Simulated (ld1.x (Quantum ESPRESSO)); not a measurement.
Si (Z = 14): one change to an ultrasoft potential, before and after

ld1.x (Quantum ESPRESSO) 7.5 input, shortened:

```
&input
   title='Si', zed=14., rel=1, dft='PZ', iswitch=3,
   config='[Ne] 3s2 3p0.5'
 /
 &inputp
   pseudotype=3, tm=.true., lloc=-1, rcloc=1.55,
   nlcc=.false.,
   which_augfun='PSQ', rmatch_augfun=1.30
 /
4
3S  1  0   2.00   0.00  1.30  1.65  0.0
3S  1  0   0.00   2.20  1.30  1.65  0.0
3P  2  1   0.50   0.00  1.25  1.45  0.0
3P  2  1   0.00  -0.80  1.25  1.45  0.0
 &test
   configts(1)='3s2 3p0.5'
 /
```

All-electron outer shells of the reference configuration (LDA (PZ), scalar-relativistic, ld1.x):

```tsv
shell	level (eV)	outermost node (bohr)	outermost maximum (bohr)
3s	-23.75	0.72	1.71
3p	-16.07	0.71	1.96
```

Change: functional Wu–Cohen.

Cutoffs: the cutoffs (Ry, on a coarse ladder) from which the occupation-weighted sum of valence levels, in a spherical-Bessel basis at the reference potential, stays within 10 and 1 mRy of its value at 400 Ry; they do not see the model core or the augmentation charge, which bear on the density cutoff. Errors are all-electron minus pseudo energies relative to the spin-unpolarised reference configuration.

Problem. What does the change do?

Solution. The potential gets neither clearly harder nor softer (12 Ry and 18 Ry → 12 Ry and 18 Ry); both files keep a bound ghost (p); the number of tests with a reliable result goes from 9 to 7; of the 7 tests that both files solve, the error grows in 0 and shrinks in 7 by more than 15 % and 0.3 meV (median size 8.0 → 1.3 meV).

| quantity | base | changed |
| --- | --- | --- |
| cutoff, loose | 12 Ry | 12 Ry |
| cutoff, tight | 18 Ry | 18 Ry |
| bound ghosts | p | p |
| error for 3s2 3p2, meV [ΔE -14.77 → -14.60 eV] | +9.5 | +1.5 |
| error for 3s2 3p1, meV [ΔE -6.94 → -6.88 eV] | +2.4 | +0.7 |
| error for 3s2 3p0, meV [ΔE 9.17 → 9.11 eV] | +3.9 | +0.5 |
| error for 3s2 3p1.5, meV [ΔE -11.81 → -11.69 eV] | +6.4 | +1.3 |
| error for 3s2 3p2.3, meV [ΔE -15.73 → -15.52 eV] | +10 | +1.3 |
| error for 3s1 3p3, meV [ΔE -7.97 → -7.80 eV] | +8.0 | +2.2 |
| error for 3s0 3p4, meV [ΔE -0.99 → -0.84 eV] | +19 | +7.7 |
| s: phases at 1.81 bohr within 0.05 rad from the reference energy up to (Ry; the scan ends near 5) | to the end of the scan | to the end of the scan |
| p: phases at 1.81 bohr within 0.05 rad from the reference energy up to (Ry; the scan ends near 5) | to the end of the scan | to the end of the scan |
| lowest overlap eigenvalue by channel | s 0.49, p 0.79 | s 0.49, p 0.80 |

 A true bound ghost makes a file unfit for plane-wave use even where its test errors are small: the radial tests pick states by their node count and pass the ghost by.
